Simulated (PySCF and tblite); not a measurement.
Results of a calculation; reference values are marked as such.
2‐ethylphenol, C₈H₁₀O, numbered as in [CH3:1][CH2:2][c:3]1[cH:4][cH:5][cH:6][cH:7][c:8]1[OH:9].

Search: ETKDG and KDG, MMFF94s, GFN2-xTB, 90 starts; geometries at PBE0-D3(BJ)/def2-SVP. Weights use CAM-B3LYP-D3(BJ)/def2-SVPD (IEF-PCM, chloroform) energies plus GFN2-xTB zero-point and thermal terms (modes under about 100 cm⁻¹ blended into free rotors). Symmetry numbers and mirror images are counted. Conformers within 3 kcal/mol (GFN2-xTB free energy) were kept, 8 at most. Codes: tblite and PySCF.

Torsions listed: C1–C2–C3–C4, C3–C8–O9–H9. Of a mirror pair one member is shown.

```csv
conformer,shape,symmetry,dipole D
1,"-100°, 5°",C1 (pair),2.25
2,"1°, 180°",Cs,1.26
3,"101°, -179°",C1 (pair),1.37
4,"2°, -1°",Cs,2.40
```

(1) Which of these conformers is the most populated at 298.15 K, and with what share?

(2) Give the DFT energies and free energies relative to the lowest, and all weights.

(3) How does its share change from 150 K to 400 K?

## Answers

(1) Conformer 3, about 60 %.

(2) 
```csv
conformer,shape,E(DFT) kcal/mol,G(298.15 K) kcal/mol,weight %
1,"-100°, 5°",0.73,0.83,14.7
2,"1°, 180°",0.19,0.67,19.5
3,"101°, -179°",0.00,0.00,60.0
4,"2°, -1°",0.79,1.39,5.8
```

(3) From 75 % to 54 %; the mixing entropy goes from 2.60 to 3.31 cal/(mol K).
